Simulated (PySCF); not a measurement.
## Excited states of Cd²⁺ (cadmium, charge +2)

Ground state [Kr] 4d10, ¹S. Computed with PySCF 2.14 in aug-cc-pVQZ-PP with ECP28MDF, with scalar relativity through the core potential. Vertical excitation energies in eV without spin-orbit coupling; excited terms of each kind are numbered among those the solver found. Frozen: 4s2 4p6.

| term | leading excitation | EOM-EE-CCSD |
| --- | --- | --- |
| 1 3D | 4d → s | 10.711 |
| 1 1D | 4d → s | 11.292 |
| 1 3P° | 4d → p | 17.415 |
| 1 3F° | 4d → p | 17.761 |
| 1 1F° | 4d → p | 18.013 |
| 1 1D° | 4d → p | 18.353 |
| 1 3D° | 4d → p | 18.390 |
| 1 1P° | 4d → p | 18.524 |
| 1 3G | 4d → d | 26.039 |
| 1 1G | 4d → d | 26.103 |
| 2 3D | 4d → s | 26.271 |
| 1 1F | 4d → d | 26.310 |
| 2 1D | 4d → s | 26.439 |

The spin-orbit splitting of the hole, absent here, rivals or exceeds the spacing of these terms, so the LS terms are model states.

The solver can miss terms. Rydberg members are limited by the diffuse functions of the basis.
